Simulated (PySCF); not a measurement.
Vibration and rotation of PbI

UHF-CCSD(T) constants of PbI, ²Π (doublet), unpaired electrons π ↑ (Pb def2-TZVPP with ECP60, I def2-TZVPP with ECP28; scalar-relativistic core potentials (PySCF 2.14); masses 207.9766 and 126.9045 u):

```
ωe              : 166.1 cm⁻¹
ωexe            : 0.278 cm⁻¹
Be              : 0.027146 cm⁻¹
αe              : 6.31e-05 cm⁻¹
D (centrifugal) : 2.9e-09 cm⁻¹
De to Pb + I    : 2.83 eV
```

Task: Give the vibrational terms G(v) and spacings up to v = 6.

Result: G(v) = ωe(v+½) − ωexe(v+½)².

| v | G(v) (cm⁻¹) | G(v) − G(v−1) | Bv (cm⁻¹) |
| --- | --- | --- | --- |
| 0 | 83.0 |  | 0.02711 |
| 1 | 248.5 | 165.5 | 0.02705 |
| 2 | 413.5 | 165.0 | 0.02699 |
| 3 | 577.9 | 164.4 | 0.02693 |
| 4 | 741.8 | 163.9 | 0.02686 |
| 5 | 905.1 | 163.3 | 0.02680 |
| 6 | 1067.9 | 162.8 | 0.02674 |

Task: How well does the Morse estimate ωe²/(4ωexe) reproduce De, and what is D0?

Result: It gives 3.08 eV, 109 % of the computed De. D0 = De − G(0) = 2.83 − 0.01 = 2.82 eV.

Correlated steps freeze 8 core orbitals. These are scalar-relativistic numbers at best; spin–orbit coupling would shift them, the dissociation energy most. The state was picked by a PBE0 search and need not be the measured ground state.
